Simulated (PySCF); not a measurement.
# The second ionisation energy along the 5p block

All values are computed (PySCF 2.14, energy differences of UHF-based or UKS calculations, no spin-orbit coupling). Values in eV. The last column holds reference values (NIST; (s) semi-empirical, (t) theoretical, else measured). Unmarked ones compare directly (S terms, centres of terms, or small fine structure); those marked * lie between the lowest fine-structure levels and include a spin-orbit shift.

| element | configurations | UHF | PBE0 | MP2 (valence) | SCS-MP2 (valence) | reference |
| --- | --- | --- | --- | --- | --- | --- |
| In (x2c-TZVPall, spin-free X2C) | [Kr] 4d10 5s2 → [Kr] 4d10 5s1 | 17.035 | 18.678 | 17.656 | 17.781 | 18.870 |
| Sn (x2c-TZVPall, spin-free X2C) | [Kr] 4d10 5s2 5p1 → [Kr] 4d10 5s2 | 13.717 | 14.240 | 13.906 | 13.893 | 14.282 |
| Te (x2c-TZVPall, spin-free X2C) | [Kr] 4d10 5s2 5p3 → [Kr] 4d10 5s2 5p2 | 18.361 | n/a | 18.753 | 18.634 | 18.6 ± 0.4 * |
| I (x2c-TZVPall, spin-free X2C) | [Kr] 4d10 5s2 5p4 → [Kr] 4d10 5s2 5p3 | 17.718 | 18.773 | 18.302 | 18.355 | 18.750 |
| Xe (x2c-TZVPall, spin-free X2C) | [Kr] 4d10 5s2 5p5 → [Kr] 4d10 5s2 5p4 | 20.100 | 21.124 | 20.756 | 20.749 | 20.975 (s) * |

Q: Fill in the row of Sb (x2c-TZVPall, spin-free X2C) ([Kr] 4d10 5s2 5p2 → [Kr] 4d10 5s2 5p1).

A: UHF 16.010; PBE0 16.533; MP2 (valence) 16.310; SCS-MP2 (valence) 16.247; reference 16.626 ± 0.025 * (eV).

"Valence" correlates the outer s and p shells and, in groups 3 to 12 and the f block, the outer d or f shell, open or full, or the next shell where the ion has no valence electron left; the wider scheme adds the next inner shell.
